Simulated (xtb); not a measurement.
carbon tetrabromide (CBr$_{4}$), singlet, geometry from GFN2-xTB; GFN2-xTB (xtb).

Here is a job for xtb.
```
$ xtb mol.xyz --gfn 2 --opt --json

# file mol.xyz
5

Br     1.88985705    -0.40657397    -0.16942869
C     -0.00000000     0.00000000     0.00000000
Br    -0.29724605     1.87434458    -0.40502511
Br    -0.58108731    -0.36980271     1.81415315
Br    -1.01152370    -1.09796790    -1.23969935
```

### Question
Predict the main parts of the log of this xtb run.

### Answer

```
   ID    Z sym.   atoms
    1   35 Br     1, 3-5
    2    6 C      2

           -------------------------------------------------
          |                Calculation Setup                |
           -------------------------------------------------

           -------------------------------------------------
          |                 G F N 2 - x T B                 |
           -------------------------------------------------

          ...................................................
          :                      SETUP                      :
          :.................................................:
          :  # basis functions                  44          :
          :  # atomic orbitals                  40          :
          :  # shells                           14          :
          :  # electrons                        32          :
          :  max. iterations                   250          :
          :  Hamiltonian                  GFN2-xTB          :
          :  restarted?                      false          :
          :  GBSA solvation                  false          :
          :  PC potential                    false          :
          :  electronic temp.          300.0000000     K    :
          :  accuracy                    1.0000000          :
          :  -> integral cutoff          0.2500000E+02      :
          :  -> integral neglect         0.1000000E-07      :
          :  -> SCF convergence          0.1000000E-05 Eh   :
          :  -> wf. convergence          0.1000000E-03 e    :
          :  Broyden damping             0.4000000          :
          :  net charge                          0          :
          :  unpaired electrons                  0          :
          ...................................................

 iter      E             dE          RMSdq      gap      omega  full diag
   1    -18.2203555 -0.182204E+02  0.110E+01    4.28       0.0  T
   2    -18.2384780 -0.181225E-01  0.155E+01    3.08       1.0  T
   3    -18.2986894 -0.602114E-01  0.138E+01    3.13       1.0  T
   4    -18.4486421 -0.149953E+00  0.173E+00    3.32       1.0  T
   5    -18.4491033 -0.461244E-03  0.105E+00    3.28       1.0  T
   6    -18.4491391 -0.357750E-04  0.185E-01    3.31       1.0  T
   7    -18.4491739 -0.348163E-04  0.595E-02    3.30       1.0  T
   8    -18.4491746 -0.686105E-06  0.265E-03    3.31      16.9  T
   9    -18.4491746 -0.211296E-07  0.861E-04    3.31      52.0  T
  10    -18.4491746 -0.542570E-10  0.131E-04    3.31     342.6  T

   *** convergence criteria satisfied after 10 iterations ***

         :::::::::::::::::::::::::::::::::::::::::::::::::::::
         ::                     SUMMARY                     ::
         :::::::::::::::::::::::::::::::::::::::::::::::::::::
         :: total energy             -18.429102402886 Eh    ::
         :: gradient norm              0.000017712395 Eh/a0 ::
         :: HOMO-LUMO gap              3.305088004631 eV    ::
         ::.................................................::
         :: SCC energy               -18.449173230923 Eh    ::
         :: -> isotropic ES            0.009661034678 Eh    ::
         :: -> anisotropic ES          0.010790435978 Eh    ::
         :: -> anisotropic XC         -0.004090952732 Eh    ::
         :: -> dispersion             -0.007288057922 Eh    ::
         :: repulsion energy           0.020070828037 Eh    ::
         :: add. restraining           0.000000000000 Eh    ::
         :: total charge               0.000000000000 e     ::
         :::::::::::::::::::::::::::::::::::::::::::::::::::::

      -----------------------------------------------------------
     |                   =====================                   |
     |                        A N C O P T                        |
     |                   =====================                   |
     |               Approximate Normal Coordinate               |
     |                Rational Function Optimizer                |
      -----------------------------------------------------------
      -----------------------------------------------------------
     |                   =====================                   |
     |                        A N C O P T                        |
     |                   =====================                   |
     |               Approximate Normal Coordinate               |
     |                Rational Function Optimizer                |
      -----------------------------------------------------------

          ...................................................
          :                      SETUP                      :
          :.................................................:
          :   optimization level            normal          :
          :   max. optcycles                   200          :
          :   ANC micro-cycles                  20          :
          :   degrees of freedom                 9          :
          :.................................................:
          :   RF solver                   davidson          :
          :   write xtbopt.log                true          :
          :   linear?                        false          :
          :   energy convergence         0.5000000E-05 Eh   :
          :   grad. convergence          0.1000000E-02 Eh/α :
          :   maxmium RF displ.          1.0000000          :
          :   Hlow (freq-cutoff)         0.1000000E-01      :
          :   Hmax (freq-cutoff)         5.0000000          :
          :   S6 in model hess.         20.0000000          :
          ...................................................

generating ANC from exact Hessian ...
Using Lindh-Hessian (1995)
 Shifting diagonal of input Hessian by    3.9223255660743106E-003
 Lowest  eigenvalues of input Hessian
    0.000000    0.000000    0.000000    0.000000    0.000000    0.000000
    0.010000    0.010000    0.011244    0.011244    0.011244    0.220033
[...]
 * total energy  :   -18.4291024 Eh     change       -0.4274625E-10 Eh
   *** GEOMETRY OPTIMIZATION CONVERGED AFTER 1 ITERATIONS ***
[...]

 iter      E             dE          RMSdq      gap      omega  full diag
   1    -18.4491746 -0.184492E+02  0.331E-07    3.31       0.0  T
   2    -18.4491746  0.355271E-14  0.233E-07    3.31  100000.0  T
   3    -18.4491746  0.710543E-14  0.187E-07    3.31  100000.0  T

   *** convergence criteria satisfied after 3 iterations ***

         :::::::::::::::::::::::::::::::::::::::::::::::::::::
         ::                     SUMMARY                     ::
         :::::::::::::::::::::::::::::::::::::::::::::::::::::
         :: total energy             -18.429102402929 Eh    ::
         :: gradient norm              0.000018048363 Eh/a0 ::
         :: HOMO-LUMO gap              3.305081579344 eV    ::
         ::.................................................::
         :: SCC energy               -18.449173230966 Eh    ::
         :: -> isotropic ES            0.009659884069 Eh    ::
         :: -> anisotropic ES          0.010790184718 Eh    ::
         :: -> anisotropic XC         -0.004090714926 Eh    ::
         :: -> dispersion             -0.007288064124 Eh    ::
         :: repulsion energy           0.020070828037 Eh    ::
         :: add. restraining           0.000000000000 Eh    ::
         :: total charge               0.000000000000 e     ::
         :::::::::::::::::::::::::::::::::::::::::::::::::::::

           -------------------------------------------------
          |                Property Printout                |
           -------------------------------------------------

    * Orbital Energies and Occupations

         #    Occupation            Energy/Eh            Energy/eV
      -------------------------------------------------------------
         1        2.0000           -0.8937799             -24.3210
       ...           ...                  ...                  ...
         4        2.0000           -0.8883258             -24.1726
         5        2.0000           -0.6472087             -17.6114
         6        2.0000           -0.5812641             -15.8170
         7        2.0000           -0.5812641             -15.8170
         8        2.0000           -0.5812641             -15.8170
         9        2.0000           -0.4818238             -13.1111
        10        2.0000           -0.4818238             -13.1111
        11        2.0000           -0.4683292             -12.7439
        12        2.0000           -0.4683292             -12.7439
        13        2.0000           -0.4683292             -12.7439
        14        2.0000           -0.4616454             -12.5620
        15        2.0000           -0.4616454             -12.5620
        16        2.0000           -0.4616454             -12.5620 (HOMO)
        17                         -0.3401858              -9.2569 (LUMO)
        18                         -0.2668876              -7.2624
        19                         -0.2668876              -7.2624
        20                         -0.2668876              -7.2624
        21                         -0.0404813              -1.1016
        22                         -0.0404813              -1.1016
        23                         -0.0267961              -0.7292
        24                         -0.0267961              -0.7292
        25                         -0.0267961              -0.7292
        26                         -0.0199178              -0.5420
        27                         -0.0199178              -0.5420
       ...                                ...                  ...
        40                          0.5420063              14.7487
      -------------------------------------------------------------
                  HL-Gap            0.1214595 Eh            3.3051 eV
             Fermi-level           -0.4009156 Eh          -10.9095 eV

     #   Z          covCN         q      C6AA      α(0)
     1  35 Br       1.876    -0.054   186.522    22.021
     2   6 C        3.660     0.216    17.454     5.995
     3  35 Br       1.876    -0.054   186.522    22.021
     4  35 Br       1.876    -0.054   186.522    22.021
     5  35 Br       1.876    -0.054   186.522    22.021

 Mol. C6AA /au·bohr⁶  :       3455.139122
 Mol. C8AA /au·bohr⁸  :     208588.451472
 Mol. α(0) /au        :         94.077596

Wiberg/Mayer (AO) data.
largest (>0.10) Wiberg bond orders for each atom

 ---------------------------------------------------------------------------
     #   Z sym  total        # sym  WBO       # sym  WBO       # sym  WBO
 ---------------------------------------------------------------------------
     1  35 Br   1.150 --     2 C    0.987
     2   6 C    3.948 --     1 Br   0.987     4 Br   0.987     3 Br   0.987
                             5 Br   0.987
     3  35 Br   1.150 --     2 C    0.987
     4  35 Br   1.150 --     2 C    0.987
     5  35 Br   1.150 --     2 C    0.987
 ---------------------------------------------------------------------------

Topologies differ in total number of bonds
Writing topology from bond orders to xtbtopo.mol

molecular dipole:
                 x           y           z       tot (Debye)
 q only:        0.000       0.000       0.000
   full:       -0.000      -0.000      -0.000       0.000
molecular quadrupole (traceless):
                xx          xy          yy          xz          yz          zz
 q only:        0.000      -0.000      -0.000      -0.000      -0.000      -0.000
  q+dip:       -0.000       0.000       0.000       0.000       0.000       0.000
   full:       -0.000       0.000       0.000       0.000       0.000       0.000

optimized geometry written to: xtbopt.xyz

           -------------------------------------------------
          | TOTAL ENERGY              -18.429102402929 Eh   |
          | GRADIENT NORM               0.000018048363 Eh/α |
          | HOMO-LUMO GAP               3.305081579344 eV   |
           -------------------------------------------------

normal termination of xtb
```
